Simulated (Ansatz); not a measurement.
Geometry optimisation, RKS r2SCAN-D4/def2-SVP in Ansatz.

Input file:

```yaml
crystal:
  periodic: [false, false, false]
  atoms:
    - { symbol: Ge, position_ang: [0.0, 0.0, 0.0] }
    - { symbol: H, position_ang: [0.9646, 0.0, 1.4601] }
    - { symbol: F, position_ang: [1.8114, 0.0, 0.5034] }
    - { symbol: H, position_ang: [-0.73, 1.2648, -0.5162] }
    - { symbol: F, position_ang: [-0.7913, -1.3709, -0.5594] }
basis:
  gaussian: { orbitals: def2-SVP }
hamiltonian:
  xc: r2scan
  dispersion: d4
relax:
  f_tol: 0.15
  max_steps: 25
  restrain:
    - { distance: [1, 2], at: 2.12, k: 30.0 }
    - { distance: [0, 1], at: 1.55, k: 30.0 }
    - { distance: [0, 2], at: 1.68, k: 30.0 }
output:
  orbitals: {}
```

Launched with:

```bash
$ ansatz run input.yaml --threads 1 --pin off --max-ram 2048MiB --backend cpu --events-out ev --progress --plain --runs-dir out
```

Question: Where does it end, and by what steps?

Answer: It converged. The restraints hold the end off the free minimum; the threshold counts their pulls, which the force column leaves out. Restrained pairs: H2–F3 (1.28 → 2.18 Å), Ge1–H2 (1.75 → 1.52 Å), Ge1–F3 (1.88 → 1.70 Å). After 4 steps the energy has fallen by 3.528 eV (the restraints' own energy left out); F3 moved furthest, 0.54 Å.

```
step  energy less start (eV)  largest force component (eV/Å)  accepted
   0                  0.0000                           5.415       yes
   1                 -1.6852                           2.673       yes
   2                 -2.7408                           2.015       yes
   3                 -3.4739                           1.401       yes
   4                 -3.5278                           1.470       yes
```

```xyz
5
Properties=species:S:1:pos:R:3
Ge 0.127 0.063 0.197
H 0.471 -0.068 1.674
F 1.808 0.012 -0.041
H -0.543 1.251 -0.483
F -0.609 -1.364 -0.459
```

The run took 18 s on 1 thread of Intel(R) Xeon(R) Platinum 8488C (Sapphire Rapids), with other jobs on the host, peak memory 0.14 GiB.
